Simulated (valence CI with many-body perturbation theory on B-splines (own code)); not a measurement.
Which ion has this spectrum?

A relativistic CI+MBPT calculation for an atom or ion with 5 electrons gives these levels (Ry):

```tsv
J	Parity	E	g
1/2	odd	0.00	0.60
1/2	even	23.98	1.99
3/2	odd	172.97	1.29
3/2	even	189.98	1.60
5/2	even	193.11	1.29
1/2	even	199.41	1.27
3/2	even	199.51	0.97
3/2	odd	224.20	1.30
5/2	even	364.25	1.41
1/2	even	373.53	1.91
3/2	even	373.57	1.16
3/2	odd	392.90	1.43
5/2	odd	394.54	1.15
1/2	odd	399.53	0.60
```

The energies are calculated, and their last digits are not significant.

Which is it?
A. At80+
B. Pb77+
C. Bi78+
D. Tl76+

B. Pb77+, ground level (2s^2 2p1/2) J=1/2.
